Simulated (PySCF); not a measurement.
**A small calculation by hand: chemical shift, span and skew from a shielding tensor**

B(F)2(SeH) (BF₂HSe), SMILES FB([SeH])F. Atoms are numbered in the order given.

```xyz
5

B     -0.0032     0.9629     0.0000
F      1.1306     1.6328     0.0000
F     -1.1326     1.6414     0.0000
Se     0.0428    -0.9762     0.0000
H     -1.4218    -1.0922     0.0000
```
Charge 0, spin multiplicity 1.

Coordinates come from a PBE0-D3(BJ)/def2-SVP optimisation. The values are those of a single conformer.

GIAO shieldings from KT2/pcSseg-2 (PySCF), non-relativistic, no solvent. The symmetric part of the tensor of Se4 has the principal values 1847.9, 1961.2, 2364.2 ppm. The same nucleus in Me2Se has σ = 1704.9 ppm at this level (PySCF, at its B3LYP-D3(BJ)/def2-TZVP geometry).

### Question
Work out the isotropic shielding, the ⁷⁷Se shift against Me2Se, the span and the skew.

### Answer

σ(iso) = (σ11 + σ22 + σ33)/3 = 2057.8 ppm. δ = σ(ref) − σ(iso) = 1704.9 − (2057.8) = -352.9 ppm.
Span Ω = σ33 − σ11 = 516.3 ppm. Skew κ = 3(σ(iso) − σ22)/Ω = 0.56. Tumbling in solution averages the tensor to δ; in a static solid the shielding alone would spread this spin-1/2 line over Ω.
